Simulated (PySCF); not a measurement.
Tc³⁺ (technetium, charge +3) across methods

[Kr] 4d4, high-spin 5D determinant. Computed with PySCF 2.14 in x2c-QZVPPall (13s8p7d4f2g, 118 functions), with scalar relativity by spin-free X2C-1e.

```csv
method,E (hartree),mean ε 4p α (eV),mean ε 4p β (eV),mean ε 4d α (eV),Σ⟨r²⟩ (bohr²),⟨S²⟩
LDA,-4278.48,-76.601,-73.720,-36.465,26.12,6.000
r2SCAN,-4283.42,-78.086,-74.094,-36.828,25.95,6.001
UHF,-4281.31456,-90.296,-81.910,-43.133,25.97,6.003
PBE,-4283.00,-76.561,-73.396,-36.437,26.08,6.001
```

(1) Estimate the same row for PBE0.

Results:

(1) E (hartree) = -4283.09; mean ε 4p α (eV) = -80.275; mean ε 4p β (eV) = -75.908; mean ε 4d α (eV) = -38.330; Σ⟨r²⟩ (bohr²) = 25.99; ⟨S²⟩ = 6.001.
